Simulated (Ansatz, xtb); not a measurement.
## BFH3InSi2: where a starting geometry ends

The starting geometry of this gas-phase singlet was built from a drawn formula by distance geometry; its bonds are those of `B=[Si]=[SiH][InH][F]`.

```tsv
atom	x (Å)	y (Å)	z (Å)
B	1.4484	-1.8406	-1.3124
F	-0.6760	3.2131	-2.6571
In	-0.2936	3.3455	-0.7248
Si	1.4104	-0.2253	-0.5579
Si	1.3858	1.5672	0.3343
H	1.4362	-3.0719	-1.4508
H	2.5361	2.2218	0.9255
H	-1.6143	2.9435	0.3674
```

Question: Where would you expect an optimisation with r2SCAN-D4/def2-SVP to take it?

Answer: New bonds form, giving a structure given below by its coordinates. Distances that change by over a tenth: B1–Si4 (1.78 → 2.00 Å). Contacts that close: B1–In3 (5.50 → 2.34 Å), B1–Si5 (3.79 → 1.93 Å).

The energy falls by 3.30 eV over 36 steps:

```json
{"step": "1", "E − E(last) (eV)": "3.297"}
{"step": "5", "E − E(last) (eV)": "1.788"}
{"step": "9", "E − E(last) (eV)": "1.438"}
{"step": "13", "E − E(last) (eV)": "1.004"}
{"step": "17", "E − E(last) (eV)": "0.407"}
{"step": "20", "E − E(last) (eV)": "0.283"}
{"step": "24", "E − E(last) (eV)": "0.181"}
{"step": "28", "E − E(last) (eV)": "0.023"}
{"step": "32", "E − E(last) (eV)": "0.001"}
{"step": "36", "E − E(last) (eV)": "0.000"}
```

Final geometry (Å):

```csv
atom,x (Å),y (Å),z (Å)
B,0.9515,-0.1762,-0.7644
F,-0.0764,2.6915,-2.5652
In,-0.3495,1.7671,-0.8429
Si,2.6196,-1.1547,-0.2547
Si,2.2034,0.9645,0.1606
H,-0.0136,-0.6355,-1.3490
H,2.0478,2.4183,0.5296
H,-1.7497,2.2782,0.0100
```

From the same start GFN2-xTB ends elsewhere, differing in B1–In3 (5.41 against 2.34 Å here), B1–Si5 (3.87 against 1.93 Å here), In3–H8 (3.33 against 1.72 Å here), Si4–H8 (1.52 against 5.56 Å here).

No frequencies were run, so the end isn't proven a minimum. Atoms past krypton carry core potentials, without spin–orbit terms. Run with Ansatz 0.2.0, 120 s on 2 threads of Intel(R) Xeon(R) Platinum 8375C CPU @ 2.90GHz (Ice Lake), on a shared host.
